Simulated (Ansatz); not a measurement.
A nudged elastic band was laid between two geometries of CH$_{4}$OS$_{2}$Si (9 atoms, charge 0, multiplicity 1).

All numbers below come from Ansatz, RKS B3LYP-D4/def2-SVP.

* movable images: 5
* climbing image: yes
* spring: 5.0 eV/Å²
* optimiser: quadratic models (default)
* start path: IDPP
* force threshold: 0.05 eV/Å
* iteration limit: 60
* end points: relaxed

First end point:

```xyz
9
Properties=species:S:1:pos:R:3
S -0.400 0.417 -1.952
C 0.296 -0.039 -0.335
S 1.970 -0.686 -0.528
O 0.102 0.949 0.700
Si -0.666 -0.503 1.168
H -1.480 1.075 -1.466
H 2.502 0.447 -1.055
H -2.147 -0.488 1.124
H -0.089 -1.219 2.328
```

Last end point:

```xyz
9
Properties=species:S:1:pos:R:3
S -1.029 -0.005 -1.874
C 0.064 0.013 -0.438
S 1.804 -0.084 -0.962
O -0.202 1.019 0.563
Si -0.605 -0.515 1.196
H -0.554 1.139 -2.432
H 2.336 0.209 0.250
H -2.040 -0.777 1.453
H 0.315 -1.045 2.228
```

(1) Which bonds break or form, and what moves?

(2) What energy profile does the band end with?

(3) What is the geometry of the highest image?

The band took 10 iterations and roughly 3 core-minutes.

## Answers

(1) No bond is made or broken. The dihedral S1–C2–S3–H7 goes from 62 to 169°. The two ends are copies of one structure, up to a mirror image or an exchange of like atoms.

(2) It converged. The highest image is number 1 of 0 to 6, 2.1 kJ/mol above the ends, which have the same energy within 2 meV. The profile has 2 maxima (images 1, 5) with wells between them (image 3): this band takes more than one step, which may be the mechanism or a detour left from its start path. A structure lower than the last end lies on the path between it and the top, so the climb from that side starts below the end, which may itself be a saddle point or a shallow side well. A vibrational analysis at the climbing image gives one clearly imaginary mode, 146i cm⁻¹: a first-order saddle point.

| image | path coordinate (Å) | energy (kJ/mol) | dihedral S1–C2–S3–H7 (°) |
| --- | --- | --- | --- |
| 0 | 0.00 | 0.0 | 62 |
| 1 | 0.77 | 2.1 | 58 |
| 2 | 1.38 | 0.3 | 61 |
| 3 | 1.98 | -0.8 | 73 |
| 4 | 2.59 | 1.0 | 102 |
| 5 | 3.20 | 1.9 | 136 |
| 6 | 3.80 | 0.0 | 169 |

(3) 
```xyz
9
Properties=species:S:1:pos:R:3
S -0.598 0.176 -1.917
C 0.254 -0.098 -0.316
S 1.987 -0.570 -0.459
O -0.064 0.929 0.651
Si -0.678 -0.565 1.206
H -1.022 1.416 -1.580
H 2.386 0.519 -1.165
H -2.146 -0.733 1.148
H -0.030 -1.121 2.415
```

The run took 100 s on 2 threads of INTEL(R) XEON(R) PLATINUM 8581C CPU @ 2.10GHz (Emerald Rapids), on a shared host, peak memory 0.25 GiB.
